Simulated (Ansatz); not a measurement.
Reaction (cleavage of the B–Sn bond): `[BH2][SnH]([OH])[F]` + H₂Te → `B[TeH]` + `[OH][SnH2][F]`

Computed with Ansatz on PBE0-D4/def2-TZVP structures; ΔE is electronic, products minus reactants. CBS: MP2 limit from def2 TZ/QZ plus the TZ coupled-cluster correction, frozen cores. Functionals use def2-TZVPP. HSE06 is defined as in plane-wave codes. def2 core potentials past Kr. For Sn, Te outer-core shells are correlated without core-valence functions, which leaves a few kJ/mol of doubt a bond. Each species was taken in one conformer, which may not be the lowest.

`[BH2][SnH]([OH])[F]`:

```xyz
8

B     1.389   -0.867    0.583
Sn   -0.563   -0.107   -0.223
O    -0.694    1.775    0.305
F    -0.476   -0.027   -2.152
H     2.145   -1.437   -0.139
H     1.656   -0.701    1.731
H    -2.061   -0.887    0.043
H    -1.395    2.250   -0.148
```

H₂Te:

```xyz
3

Te    0.696   -0.289    0.191
H    -0.829   -0.918    0.053
H     0.133    1.207   -0.243
```

`B[TeH]`:

```xyz
5

B     0.081    0.719    0.027
Te    0.788   -1.249   -0.148
H    -1.080    0.934    0.164
H     0.904    1.580   -0.019
H    -0.694   -1.984   -0.024
```

`[OH][SnH2][F]`:

Cartesian coordinates in Å:
```
O 1.158 0.899 -0.387
Sn -0.428 -0.205 -0.135
F 0.158 -1.700 0.920
H 1.537 1.231 0.430
H -1.588 0.568 0.839
H -0.837 -0.792 -1.667
```

| level | ΔE (kJ/mol) | difference from CCSD(T)/CBS |
| --- | --- | --- |
| revPBE-D4 | -90.2 | -4.5 |
| r2SCAN-D4 | -91.3 | -5.6 |
| B97M-V | -92.4 | -6.7 |
| PBE0-D4 | -88.0 | -2.3 |
| BHLYP-D4 | -79.7 | 6.0 |
| ωB97X-V | -80.3 | 5.4 |
| PBE-QIDH | -89.3 | -3.6 |
| PBE | -91.7 | -6.0 |
| BLYP | -84.1 | 1.6 |
| r2SCAN | -91.6 | -5.9 |
| HSE06 | -88.7 | -3.0 |
| BHLYP | -79.8 | 5.9 |
| MP2/def2-SVP | -91.3 | -5.6 |
| CCSD(T)/def2-SVP | -87.0 | -1.3 |
| HF/def2-QZVPP | -72.7 | 13.0 |
| MP2/def2-QZVPP | -90.8 | -5.1 |
| CCSD(T)/CBS | -85.7 | 0 |

Problem. What do rigid-rotor, harmonic-oscillator terms from PBE0-D4/def2-TZVP frequencies (298.15 K, 1 bar) make of the CCSD(T)/CBS value? (Best estimate.)

Solution. Computed: ΔZPE = +6.8 kJ/mol, ΔH = -83.0 kJ/mol, ΔS = -9 J/(mol·K), ΔG = -80.4 kJ/mol.

Largest T1 diagnostic among the species: 0.015.

From PBE to PBE0 (25 % exact exchange), in def2-TZVPP and without D4, ΔE moves by +3.5 kJ/mol. In def2-TZVPP, CCSD(T) changes the Hartree–Fock value by −13.9 kJ/mol (the triples alone add −4.9 kJ/mol) and MP2 by −18.6 kJ/mol. Leaving LDA and LC-ωPBE aside and taking each functional with its dispersion term where it has one, the values spread over 12.7 kJ/mol, from B97M-V to BHLYP-D4. LDA lies −6.7 kJ/mol from PBE without D4.
